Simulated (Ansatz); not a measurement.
Reaction (substitution at a C–Al bond): `[CH3][Al]([CH3])[SnH3]` + `B[NH][GeH3]` → `B[N](C)[GeH3]` + `[CH3][AlH][SnH3]`

Computed with Ansatz on PBE0-D4/def2-TZVP structures; ΔE is electronic, products minus reactants. CCSD(T)/CBS adds triple-zeta CCSD(T) − MP2 to the extrapolated MP2 energy (def2 sets, frozen cores). DFT in def2-TZVPP. def2 core potentials past Kr. For Ge, Sn outer-core shells are correlated without core-valence functions, which leaves a few kJ/mol of doubt a bond. Scalar relativity is left out up to krypton.

Q: Is it downhill or uphill in electronic energy at CCSD(T)/CBS, and by how much? (An estimate is asked.)

A: Ansatz gave: Uphill: ΔE = +77.0 kJ/mol.

Q: What do these levels give: r2SCAN-D4, ωB97X-V, B2PLYP, r2SCAN, HF/def2-TZVPP, SCS-MP2/def2-TZVPP? (Best estimate.)

A: Computed: r2SCAN-D4 80.3, ωB97X-V 73.1, B2PLYP 77.4, r2SCAN 80.7, HF/def2-TZVPP 73.3, SCS-MP2/def2-TZVPP 72.9 kJ/mol.

Largest T1 diagnostic among the species: 0.013.

The D4 term adds −3.4 kJ/mol with B3LYP and −1.5 kJ/mol with PBE0; it sums over pairs of atoms, weighted by their polarisabilities, and B3LYP, whose exchange is more repulsive, gets the larger term.

B3LYP here is the variant with VWN-RPA as its local correlation; programs differ in this.
